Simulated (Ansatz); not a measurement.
`F[SiH]([SiH3])[SiH2]Cl` + `[OH][GeH]([F])[SH]` → `[OH][GeH]([F])[S][SiH3]` + `F[SiH2][SiH2]Cl`  (cleavage of the Si–Si bond)

Calculated with Ansatz (gas phase, PBE0-D4/def2-TZVP geometries, no zero-point term in ΔE). CCSD(T)/CBS adds triple-zeta CCSD(T) − MP2 to the extrapolated MP2 energy (def2 sets, frozen cores). This one scheme is used for every species. Functionals use def2-TZVPP. B3LYP here is the variant with VWN-RPA as its local correlation; programs differ in this. For Ge outer-core shells are correlated without core-valence functions, which leaves a few kJ/mol of doubt a bond. Scalar relativity is left out up to krypton. One conformer a species, not always the lowest.

`F[SiH]([SiH3])[SiH2]Cl`:

```xyz
11

F     1.117   -1.994    0.669
Si    0.368   -0.568    0.745
Si   -1.796   -0.749   -0.141
Si    1.607    1.039   -0.433
Cl    0.451    2.750   -0.325
H     0.310   -0.163    2.177
H    -2.529   -1.862    0.519
H    -1.727   -1.008   -1.604
H    -2.514    0.529    0.099
H     1.778    0.689   -1.865
H     2.934    1.339    0.160
```

`[OH][GeH]([F])[SH]`:

```xyz
7

O    -0.164   -0.786    1.357
Ge    0.455    0.297    0.119
F     2.021   -0.258   -0.374
S    -0.702    0.181   -1.752
H    -0.373   -1.660    1.016
H     0.601    1.668    0.772
H    -1.838    0.557   -1.139
```

`[OH][GeH]([F])[S][SiH3]`:

Z-matrix (Å, degrees):
```
Ge
F 1 1.739
S 1 2.184 2 111.1
O 1 1.764 2 104.1 3 116.1
H 1 1.529 2 106.5 3 -123.1
Si 3 2.154 1 98.1 2 84.7
H 4 0.962 1 111.8 2 18.8
H 6 1.482 3 110.8 1 -47.4
H 6 1.483 3 103.7 1 -165.5
H 6 1.480 3 111.5 1 76.4
```

`F[SiH2][SiH2]Cl`:

```xyz
8

F    -1.705   -1.469    0.674
Si   -0.934   -0.062    0.732
Si    0.880   -0.075   -0.754
Cl    1.743    1.790   -0.553
H    -1.892    1.010    0.361
H    -0.457    0.151    2.121
H     0.466   -0.246   -2.169
H     1.899   -1.099   -0.413
```

| level | ΔE (kcal/mol) | difference from CCSD(T)/CBS |
| --- | --- | --- |
| PBE-D4 | -11.1 | 3.8 |
| r2SCAN-D4 | -13.5 | 1.4 |
| PBE0-D4 | -12.4 | 2.5 |
| B3LYP-D4 | -13.6 | 1.3 |
| ωB97X-V | -14.1 | 0.8 |
| ωB97M-V | -15.2 | -0.3 |
| B2PLYP | -14.6 | 0.3 |
| PBE | -10.9 | 4.0 |
| r2SCAN | -13.6 | 1.3 |
| PBE0 | -12.4 | 2.5 |
| B3LYP | -13.3 | 1.6 |
| HF/def2-TZVPP | -16.8 | -1.9 |
| MP2/def2-TZVPP | -16.8 | -1.9 |
| SCS-MP2/def2-TZVPP | -16.5 | -1.6 |
| CCSD/def2-TZVPP | -14.5 | 0.4 |
| CCSD(T)/def2-TZVPP | -14.3 | 0.6 |
| HF/def2-QZVPP | -16.9 | -2.0 |
| MP2/def2-QZVPP | -17.1 | -2.2 |
| SCS-MP2/def2-QZVPP | -16.9 | -2.0 |
| HF/CBS(def2) | -16.9 | -2.0 |
| MP2/CBS(def2) | -17.4 | -2.5 |
| CCSD/CBS(def2) | -15.1 | -0.2 |
| CCSD(T)/CBS | -14.9 | 0 |

Largest T1 diagnostic among the species: 0.012.

From PBE to PBE0 (25 % exact exchange), in def2-TZVPP and without D4, ΔE moves by −1.5 kcal/mol.
